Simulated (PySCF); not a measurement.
H7NSSi2.

```xyz
11

Si     1.4083    -1.1557     1.1672
S      0.6728    -0.3451    -0.6889
Si    -1.0796     0.7367     0.0349
N     -1.9362     1.5182    -1.2397
H      0.4012    -2.0508     1.8079
H      1.7511    -0.0742     2.1362
H      2.6308    -1.9353     0.8350
H     -1.9933    -0.2363     0.6934
H     -0.6270     1.7715     1.0042
H     -1.5235     2.3278    -1.6946
H     -2.4532     0.9570    -1.9107
```

Geometry: B3LYP-D3(BJ)/def2-SVP. One conformer was computed; it need not be the lowest.

Level of theory: PBE/pcSseg-1 (PySCF). Non-relativistic, no solvent.

Question: Give the absolute GIAO shielding of each atom: isotropic value and principal components (ppm). (An estimate is asked for; the answer gives what the named calculation found.)

Answer: 
| atom | σ(iso) | σ11 | σ22 | σ33 | span |
|---|---|---|---|---|---|
| Si1 | 397.3 | 348.4 | 385.8 | 457.8 | 109.4 |
| S2 | 745.7 | 679.1 | 730.8 | 827.3 | 148.2 |
| Si3 | 355.9 | 304.3 | 369.7 | 393.7 | 89.4 |
| N4 | 237.6 | 225.8 | 243.2 | 243.7 | 17.9 |
| H5 | 26.6 | 23.0 | 24.7 | 32.3 | 9.3 |
| H6 | 26.7 | 23.0 | 24.7 | 32.3 | 9.3 |
| H7 | 26.6 | 23.1 | 24.3 | 32.4 | 9.3 |
| H8 | 25.8 | 21.5 | 25.2 | 30.8 | 9.3 |
| H9 | 25.8 | 21.5 | 25.2 | 30.8 | 9.4 |
| H10 | 30.4 | 23.7 | 26.9 | 40.6 | 16.8 |
| H11 | 30.4 | 23.7 | 26.9 | 40.6 | 16.8 |
